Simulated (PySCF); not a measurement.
C$_{3}$H$_{10}$Si, charge -1, doublet, at the geometry of the source list (a state made from the parent by changing its charge; the spin is typed, not shown lowest), with bond 5-1 at 2.0 times its length; PySCF with SVWN5/6-31G*.

Here is a job for PySCF.
```python
from pyscf import gto, scf, dft

mol = gto.Mole()
mol.atom = '''
    Si    0.060900    0.224900    0.465600
    C    -0.932000    1.384200   -0.671600
    C     1.769600   -0.110800   -0.303000
    C    -0.876900   -1.418200    0.674900
    H     0.406300    1.499500    3.104200
    H    -1.080300    0.948100   -1.655800
    H    -1.913200    1.597100   -0.258100
    H    -0.422700    2.333400   -0.808800
    H     2.362300   -0.768900    0.325300
    H     1.683600   -0.581300   -1.278700
    H     2.331300    0.809400   -0.433100
    H    -1.023800   -1.918800   -0.278300
    H    -1.857000   -1.259700    1.114600
    H    -0.335500   -2.101700    1.322200
'''
mol.basis = '6-31g*'
mol.charge = -1
mol.spin = 1
mol.verbose = 4
mol.build()

mf = dft.UKS(mol)
mf.xc = 'lda,vwn'
mf.diis = False
mf.damp = 0.3
mf.diis_start_cycle = 200
mf.max_cycle = 150
mf.kernel()
mf.analyze()
```

Output, abridged:

```
PySCF version 2.14.0

[INPUT] verbose = 4
[INPUT] num. atoms = 14
[INPUT] num. electrons = 43
[INPUT] charge = -1
[INPUT] spin (= nelec alpha-beta = 2S) = 1
[INPUT] symmetry False subgroup None
[INPUT] Mole.unit = angstrom
[INPUT] Symbol           X                Y                Z      unit          X                Y                Z       unit  Magmom
[...]
nuclear repulsion = 169.806879682972
number of shells = 46
number of NR pGTOs = 172
number of NR cGTOs = 80
basis = 6-31g*
ecp = {}

******** <class 'pyscf.dft.uks.UKS'> ********
method = UKS
initial guess = minao
damping factor = 0.3
level_shift factor = 0
DIIS disabled
SCF conv_tol = 1e-09
SCF conv_tol_grad = None
SCF max_cycles = 150
direct_scf = True
direct_scf_tol = 1e-13
number electrons alpha = 22  beta = 21
XC library pyscf.dft.libxc version 7.1.2
    S. Lehtola, C. Steigemann, M. J. T. Oliveira, and M. A. L. Marques,  SoftwareX 7, 1–5 (2018)
XC functionals = lda,vwn
    P. A. M. Dirac,  Math. Proc. Cambridge Philos. Soc. 26, 376 (1930)
    F. Bloch,  Z. Phys. 57, 545 (1929)
    S. H. Vosko, L. Wilk, and M. Nusair,  Can. J. Phys. 58, 1200 (1980)
radial grids:
    Treutler-Ahlrichs [JCP 102, 346 (1995); DOI:10.1063/1.469408] (M4) radial grids

becke partition: Becke, JCP 88, 2547 (1988); DOI:10.1063/1.454033
pruning grids: <function nwchem_prune>
grids dens level: 3
symmetrized grids: False
atomic radii adjust function: <function treutler_atomic_radii_adjust>
small_rho_cutoff = 0
Set gradient conv threshold to 3.16228e-05
tot grids = 159616
init E= -407.152126483851

cycle= 1 E= -407.157202627009  delta_E= -0.00508  |g|= 0.58  |ddm|= 2.25
cycle= 2 E= -407.249377739646  delta_E= -0.0922  |g|= 0.438  |ddm|= 1.15
cycle= 3 E= -407.273361916892  delta_E= -0.024  |g|= 0.372  |ddm|= 0.789
cycle= 4 E= -407.273906217685  delta_E= -0.000544  |g|= 0.34  |ddm|= 0.893
cycle= 5 E= -407.265897595449  delta_E= 0.00801  |g|= 0.336  |ddm|= 1.07
cycle= 6 E= -407.254789150983  delta_E= 0.0111  |g|= 0.342  |ddm|= 1.24
cycle= 7 E= -407.244642522601  delta_E= 0.0101  |g|= 0.351  |ddm|= 1.38
cycle= 8 E= -407.238537715831  delta_E= 0.0061  |g|= 0.359  |ddm|= 1.48
cycle= 9 E= -407.2312538706  delta_E= 0.00728  |g|= 0.365  |ddm|= 1.55
cycle= 10 E= -407.22961019367  delta_E= 0.00164  |g|= 0.369  |ddm|=  1.6
cycle= 11 E= -407.224204544584  delta_E= 0.00541  |g|= 0.374  |ddm|= 1.64
cycle= 12 E= -407.224975868113  delta_E= -0.000771  |g|= 0.375  |ddm|= 1.66
cycle= 13 E= -407.220484027615  delta_E= 0.00449  |g|= 0.379  |ddm|= 1.68
cycle= 14 E= -407.222474496503  delta_E= -0.00199  |g|= 0.379  |ddm|= 1.69
cycle= 15 E= -407.218409165489  delta_E= 0.00407  |g|= 0.382  |ddm|=  1.7
cycle= 16 E= -407.221027637075  delta_E= -0.00262  |g|= 0.381  |ddm|=  1.7
cycle= 17 E= -407.217169317443  delta_E= 0.00386  |g|= 0.384  |ddm|= 1.71
cycle= 18 E= -407.220130043816  delta_E= -0.00296  |g|= 0.383  |ddm|= 1.71
cycle= 19 E= -407.216379826056  delta_E= 0.00375  |g|= 0.385  |ddm|= 1.72
cycle= 20 E= -407.219540372114  delta_E= -0.00316  |g|= 0.384  |ddm|= 1.72
cycle= 21 E= -407.215851487074  delta_E= 0.00369  |g|= 0.386  |ddm|= 1.72
cycle= 22 E= -407.219136658581  delta_E= -0.00329  |g|= 0.384  |ddm|= 1.72
cycle= 23 E= -407.215485330995  delta_E= 0.00365  |g|= 0.386  |ddm|= 1.72
cycle= 24 E= -407.218852567321  delta_E= -0.00337  |g|= 0.385  |ddm|= 1.72
cycle= 25 E= -407.215225681221  delta_E= 0.00363  |g|= 0.387  |ddm|= 1.72
cycle= 26 E= -407.21864915457  delta_E= -0.00342  |g|= 0.385  |ddm|= 1.72
cycle= 27 E= -407.215038885242  delta_E= 0.00361  |g|= 0.387  |ddm|= 1.73
cycle= 28 E= -407.218501950582  delta_E= -0.00346  |g|= 0.385  |ddm|= 1.73
cycle= 29 E= -407.214903313639  delta_E= 0.0036  |g|= 0.387  |ddm|= 1.73
cycle= 30 E= -407.218394738268  delta_E= -0.00349  |g|= 0.386  |ddm|= 1.73
cycle= 31 E= -407.214804398213  delta_E= 0.00359  |g|= 0.388  |ddm|= 1.73
cycle= 32 E= -407.218316353933  delta_E= -0.00351  |g|= 0.386  |ddm|= 1.73
cycle= 33 E= -407.214732001077  delta_E= 0.00358  |g|= 0.388  |ddm|= 1.73
cycle= 34 E= -407.218258916241  delta_E= -0.00353  |g|= 0.386  |ddm|= 1.73
cycle= 35 E= -407.214678914899  delta_E= 0.00358  |g|= 0.388  |ddm|= 1.73
cycle= 36 E= -407.218216771335  delta_E= -0.00354  |g|= 0.386  |ddm|= 1.73
cycle= 37 E= -407.21463994655  delta_E= 0.00358  |g|= 0.388  |ddm|= 1.73
cycle= 38 E= -407.218185823146  delta_E= -0.00355  |g|= 0.386  |ddm|= 1.73
cycle= 39 E= -407.214611323395  delta_E= 0.00357  |g|= 0.388  |ddm|= 1.73
cycle= 40 E= -407.218163086439  delta_E= -0.00355  |g|= 0.386  |ddm|= 1.73
cycle= 41 E= -407.214590291233  delta_E= 0.00357  |g|= 0.388  |ddm|= 1.73
cycle= 42 E= -407.218146377803  delta_E= -0.00356  |g|= 0.386  |ddm|= 1.73
cycle= 43 E= -407.21457483347  delta_E= 0.00357  |g|= 0.388  |ddm|= 1.73
cycle= 44 E= -407.218134096925  delta_E= -0.00356  |g|= 0.386  |ddm|= 1.73
cycle= 45 E= -407.214563471103  delta_E= 0.00357  |g|= 0.388  |ddm|= 1.73
cycle= 46 E= -407.218125069394  delta_E= -0.00356  |g|= 0.386  |ddm|= 1.73
cycle= 47 E= -407.214555118273  delta_E= 0.00357  |g|= 0.388  |ddm|= 1.73
cycle= 48 E= -407.218118432741  delta_E= -0.00356  |g|= 0.386  |ddm|= 1.73
cycle= 49 E= -407.214548977319  delta_E= 0.00357  |g|= 0.388  |ddm|= 1.73
cycle= 50 E= -407.218113553296  delta_E= -0.00356  |g|= 0.386  |ddm|= 1.73
cycle= 51 E= -407.214544462097  delta_E= 0.00357  |g|= 0.388  |ddm|= 1.73
cycle= 52 E= -407.218109965381  delta_E= -0.00357  |g|= 0.386  |ddm|= 1.73
cycle= 53 E= -407.214541141808  delta_E= 0.00357  |g|= 0.388  |ddm|= 1.73
cycle= 54 E= -407.218107326726  delta_E= -0.00357  |g|= 0.386  |ddm|= 1.73
cycle= 55 E= -407.21453869978  delta_E= 0.00357  |g|= 0.388  |ddm|= 1.73
cycle= 56 E= -407.218105385739  delta_E= -0.00357  |g|= 0.386  |ddm|= 1.73
cycle= 57 E= -407.214536903232  delta_E= 0.00357  |g|= 0.388  |ddm|= 1.73
cycle= 58 E= -407.218103957464  delta_E= -0.00357  |g|= 0.386  |ddm|= 1.73
cycle= 59 E= -407.214535581038  delta_E= 0.00357  |g|= 0.388  |ddm|= 1.73
[...]
cycle= 143 E= -407.214529517246  delta_E= 0.00357  |g|= 0.388  |ddm|= 1.73
cycle= 144 E= -407.218097527301  delta_E= -0.00357  |g|= 0.386  |ddm|= 1.73
cycle= 145 E= -407.214529293465  delta_E= 0.00357  |g|= 0.388  |ddm|= 1.73
cycle= 146 E= -407.218097297671  delta_E= -0.00357  |g|= 0.386  |ddm|= 1.73
cycle= 147 E= -407.214529049797  delta_E= 0.00357  |g|= 0.388  |ddm|= 1.73
cycle= 148 E= -407.218097047657  delta_E= -0.00357  |g|= 0.386  |ddm|= 1.73
cycle= 149 E= -407.214528784521  delta_E= 0.00357  |g|= 0.388  |ddm|= 1.73
cycle= 150 E= -407.218096775477  delta_E= -0.00357  |g|= 0.386  |ddm|= 1.73
SCF not converged.
SCF energy = -407.218096775477 after 150 cycles  <S^2> = 0.75316405  2S+1 = 2.0031616
**** SCF Summaries ****
Total Energy =                        -407.218096775476909
Nuclear Repulsion Energy =             169.806879682972465
One-electron Energy =                 -900.230388200584002
Two-electron Energy =                  323.205411742134629
Two-electron Coulomb Energy =          361.686249045713396
DFT Exchange-Correlation Energy =      -38.480837303578753
**** MO energy ****
                             alpha | beta                alpha | beta
[...]
To work with the spin densities directly, `use mulliken_meta_spin()` only printing them here.

 ** Mulliken spin pop alpha/beta on meta-lowdin orthogonal AOs **
 ** Mulliken Spin Density (per AO)  **
spin_pop of  0 Si 1s        0.00000
spin_pop of  0 Si 2s       -0.00000
spin_pop of  0 Si 3s        0.13911
spin_pop of  0 Si 4s        0.00753
spin_pop of  0 Si 2px      -0.00000
spin_pop of  0 Si 2py       0.00000
spin_pop of  0 Si 2pz       0.00003
spin_pop of  0 Si 3px       0.01242
spin_pop of  0 Si 3py       0.10321
spin_pop of  0 Si 3pz       0.42539
spin_pop of  0 Si 4px       0.00009
spin_pop of  0 Si 4py       0.00130
spin_pop of  0 Si 4pz       0.00563
spin_pop of  0 Si 3dxy     -0.00001
spin_pop of  0 Si 3dyz     -0.00014
spin_pop of  0 Si 3dz^2    -0.00015
spin_pop of  0 Si 3dxz     -0.00012
spin_pop of  0 Si 3dx2-y2    0.00002
spin_pop of  1 C 1s        0.00000
spin_pop of  1 C 2s        0.00676
spin_pop of  1 C 3s        0.00006
spin_pop of  1 C 2px       0.00186
spin_pop of  1 C 2py       0.00350
spin_pop of  1 C 2pz       0.00027
spin_pop of  1 C 3px      -0.00000
spin_pop of  1 C 3py       0.00032
spin_pop of  1 C 3pz       0.00021
spin_pop of  1 C 3dxy     -0.00000
spin_pop of  1 C 3dyz      0.00002
spin_pop of  1 C 3dz^2     0.00009
spin_pop of  1 C 3dxz      0.00008
spin_pop of  1 C 3dx2-y2    0.00000
spin_pop of  2 C 1s        0.00000
spin_pop of  2 C 2s        0.00682
spin_pop of  2 C 3s        0.00007
spin_pop of  2 C 2px       0.00650
spin_pop of  2 C 2py      -0.00020
spin_pop of  2 C 2pz      -0.00067
spin_pop of  2 C 3px       0.00017
spin_pop of  2 C 3py       0.00007
spin_pop of  2 C 3pz       0.00030
spin_pop of  2 C 3dxy      0.00002
spin_pop of  2 C 3dyz      0.00004
spin_pop of  2 C 3dz^2     0.00002
spin_pop of  2 C 3dxz      0.00011
spin_pop of  2 C 3dx2-y2    0.00000
spin_pop of  3 C 1s        0.00000
spin_pop of  3 C 2s        0.00676
spin_pop of  3 C 3s        0.00006
spin_pop of  3 C 2px       0.00165
spin_pop of  3 C 2py       0.00433
spin_pop of  3 C 2pz      -0.00034
spin_pop of  3 C 3px      -0.00000
spin_pop of  3 C 3py      -0.00003
spin_pop of  3 C 3pz       0.00056
spin_pop of  3 C 3dxy      0.00006
spin_pop of  3 C 3dyz      0.00007
spin_pop of  3 C 3dz^2     0.00002
spin_pop of  3 C 3dxz      0.00002
spin_pop of  3 C 3dx2-y2    0.00003
spin_pop of  4 H 1s        0.17216
spin_pop of  4 H 2s       -0.00829
spin_pop of  5 H 1s        0.02837
spin_pop of  5 H 2s        0.00438
spin_pop of  6 H 1s        0.00027
spin_pop of  6 H 2s        0.00037
spin_pop of  7 H 1s        0.00028
spin_pop of  7 H 2s        0.00037
spin_pop of  8 H 1s        0.00027
spin_pop of  8 H 2s        0.00037
spin_pop of  9 H 1s        0.02844
spin_pop of  9 H 2s        0.00439
spin_pop of  10 H 1s        0.00027
spin_pop of  10 H 2s        0.00037
spin_pop of  11 H 1s        0.02836
spin_pop of  11 H 2s        0.00438
spin_pop of  12 H 1s        0.00027
spin_pop of  12 H 2s        0.00037
spin_pop of  13 H 1s        0.00028
spin_pop of  13 H 2s        0.00037
 ** Mulliken Spin Density (per atom)  **
spin density of  0 Si =      0.69429
spin density of  1 C =      0.01319
spin density of  2 C =      0.01326
spin density of  3 C =      0.01319
spin density of  4 H =      0.16387
spin density of  5 H =      0.03275
spin density of  6 H =      0.00065
spin density of  7 H =      0.00065
spin density of  8 H =      0.00065
spin density of  9 H =      0.03283
spin density of  10 H =      0.00065
spin density of  11 H =      0.03274
spin density of  12 H =      0.00064
spin density of  13 H =      0.00065
 ** Mulliken pop alpha/beta on meta-lowdin orthogonal AOs **
 ** Mulliken pop       alpha | beta **
In total            22.00000 | 21.00000
 ** Mulliken atomic charges   ( Nelec_alpha | Nelec_beta ) **
charge of  0Si =      0.67183  (     7.01123      6.31694 )
charge of  1C =     -0.37315  (     3.19317      3.17998 )
charge of  2C =     -0.37709  (     3.19518      3.18191 )
charge of  3C =     -0.37297  (     3.19308      3.17989 )
charge of  4H =     -0.83113  (     0.99750      0.83363 )
charge of  5H =      0.02051  (     0.50612      0.47337 )
charge of  6H =      0.03658  (     0.48203      0.48139 )
charge of  7H =      0.03638  (     0.48214      0.48149 )
charge of  8H =      0.03723  (     0.48171      0.48106 )
charge of  9H =      0.02126  (     0.50579      0.47296 )
charge of  10H =      0.03720  (     0.48172      0.48107 )
charge of  11H =      0.02049  (     0.50612      0.47339 )
charge of  12H =      0.03654  (     0.48205      0.48141 )
charge of  13H =      0.03632  (     0.48216      0.48151 )

WARN: System has nonzero charge -1; the dipole moment is origin-dependent.
Location of origin: [0. 0. 0.]

Dipole moment(X, Y, Z, Debye): -1.59375, -5.82461, -12.05574
```

Convergence was not reached.
